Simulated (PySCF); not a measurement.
TiIMe3, C3H9ITi (singlet state).
Bonds: Ti1–I2, Ti1–C3, Ti1–C7, Ti1–C11. Hydrogens: H4, H5, H6 on C3; H8, H9, H10 on C7; H12, H13, H14 on C11.

A GFN2-xTB structure was refined with PBE0-D3(BJ)/def2-SVP geometry optimisation, gas phase, def2 core potentials past Kr (PySCF 2.14.0). Its GFN2-xTB values:

| coordinate | GFN2-xTB |
| --- | --- |
| Ti1–I2 | 2.672 Å |
| Ti1–C3 | 1.963 Å |
| C3–H4 | 1.208 Å |
| I2–Ti1–C3 | 114.5° |
| I2–Ti1–C11 | 110.4° |
| C3–Ti1–C7 | 105.4° |
| C3–Ti1–C11 | 111.6° |

Question: How do these coordinates change at the PBE0-D3(BJ)/def2-SVP level?

Answer: 
```json
{"coordinate": "C3–H4", "PBE0-D3(BJ)/def2-SVP (Å or °)": "1.104", "change": "-0.104"}
{"coordinate": "Ti1–I2", "PBE0-D3(BJ)/def2-SVP (Å or °)": "2.589", "change": "-0.083"}
{"coordinate": "Ti1–C3", "PBE0-D3(BJ)/def2-SVP (Å or °)": "2.035", "change": "+0.072"}
{"coordinate": "C3–Ti1–C11", "PBE0-D3(BJ)/def2-SVP (Å or °)": "106.3", "change": "-5.3"}
{"coordinate": "I2–Ti1–C3", "PBE0-D3(BJ)/def2-SVP (Å or °)": "112.3", "change": "-2.2"}
{"coordinate": "I2–Ti1–C11", "PBE0-D3(BJ)/def2-SVP (Å or °)": "112.5", "change": "+2.1"}
{"coordinate": "C3–Ti1–C7", "PBE0-D3(BJ)/def2-SVP (Å or °)": "106.7", "change": "+1.3"}
```

The energy falls by 0.640 eV over 8 energy and gradient evaluations, the largest force component goes from 0.0646 to 2.9e-04 Eh/bohr, and the atoms move by 0.120 Å rms after alignment. The bond that changes most is C3–H4 (ends: carbon bonded to Ti and 3 H; hydrogen on carbon), which shortens by 0.104 Å. Bonds longer at the end by more than 0.005 Å: 5 of 13; shorter: 6. Rotational constants go from 2725, 837.4, 832.2 to 2842, 865.4, 864.6 MHz.

The run used 144 basis functions and 64 SCF cycles in all.

No PBE0-D3(BJ)/def2-SVP frequencies stand behind this structure, so it isn't proved a minimum.
